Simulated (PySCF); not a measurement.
PySCF 2.14 output of a UHF calculation on a single atom or ion in x2c-SVPall, with the spin-free X2C one-electron Hamiltonian (Gaussian nucleus):

```
SCF conv_tol = 1e-09
number electrons alpha = 14  beta = 12
cycle= 1 E= -1517.98006730868  delta_E= -0.00565  |g|= 0.0254  |ddm|= 0.0369
cycle= 2 E= -1517.98014833882  delta_E= -8.1e-05  |g|= 0.00334  |ddm|= 0.00471
cycle= 3 E= -1517.98015039604  delta_E= -2.06e-06  |g|= 0.000557  |ddm|= 0.00114
cycle= 4 E= -1517.98015053266  delta_E= -1.37e-07  |g|= 0.000232  |ddm|= 0.000338
cycle= 5 E= -1517.98015056992  delta_E= -3.73e-08  |g|= 1.8e-05  |ddm|= 0.000243
cycle= 6 E= -1517.98015057014  delta_E= -2.16e-10  |g|= 3.39e-06  |ddm|= 1.76e-05
converged SCF energy = -1517.98015057014  <S^2> = 2.0022617  2S+1 = 3.0015074
```

The run itself started from symmetry-adapted Hartree-Fock orbitals and held the occupation by maximum overlap, so the iterations belong to that start.

Which element, charge and spin multiplicity is this?

Ni(2+) (nickel, charge +2), multiplicity 3; the state was [Ar] 3d8, high-spin 3F determinant.
